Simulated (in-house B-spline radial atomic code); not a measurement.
# PBEsol excitations of Ca2+

Method: PBEsol. Computed with an all-electron radial atomic-structure program (B-spline basis): linear response of the closed shell [Ne] 3s2 3p6 with the functional's adiabatic kernel; non-relativistic, point nucleus, no spin-orbit coupling, no double excitations, S, P, D and F terms only. Only terms of natural parity with L up to 3 were computed.

Command:
```bash
python run_td.py task.json out
```
Settings (radii: box in bohr, nucleus in fm):
```
Z                        20
electrons                18
configuration            [Ne] 3s2 3p6
hamiltonian              nr
method                   pbesol
box_radius               29.48
intervals                54
```

Run time, properties included: 0.7 s on 1 thread of Arm Neoverse N1 (shared host).

The lowest states, in the order of their Tamm-Dancoff energies; the method's threshold (minus the highest occupied level) is 42.98 eV. Labels give the largest channel, * marks a mixed state, and oscillator strengths are full-response dipole values. Semilocal kernels can invert the small singlet-triplet splittings of Rydberg terms. Energies in eV:

| state | full response | Tamm-Dancoff | oscillator strength |
| --- | --- | --- | --- |
| 3p → 3d 3P | 25.000 | 25.090 | - |
| 3p → 3d 3F | 25.376 | 25.473 | - |
| 3p → 3d 1F | 27.547 | 27.567 | - |
| 3p → 4s 3P | 28.402 | 28.413 | - |
| 3p → 4s 1P | 28.818 | 28.825 | 0.468 |
| 3p → 4p 3S | ? | ? | - |
| 3p → 4p 3D | 32.19 | 32.20 | - |
| 3p → 4p 1D | 32.43 | 32.43 | - |
| 3p → 4p 1S | 33.71 | 33.83 | - |
| 3p → 3d 1P | ? | ? | ? |

(1) Where does 3p → 3d 1P lie?

(2) Where does 3p → 4p 3S lie?

(3) How large is the singlet-triplet splitting of 3p → 3d (F terms) in Tamm-Dancoff?

(4) What polarisabilities and dispersion coefficient does the method give?

## Answers

(1) At 33.44 eV in full response, 34.17 eV in Tamm-Dancoff, oscillator strength 3.08.

(2) At 31.84 eV in full response, 31.86 eV in Tamm-Dancoff.

(3) 2.09 eV, from the unrounded values.

(4) Dipole 3.342 bohr³, quadrupole 7.496 bohr⁵, C6 11.09 hartree·bohr⁶ for two such species.
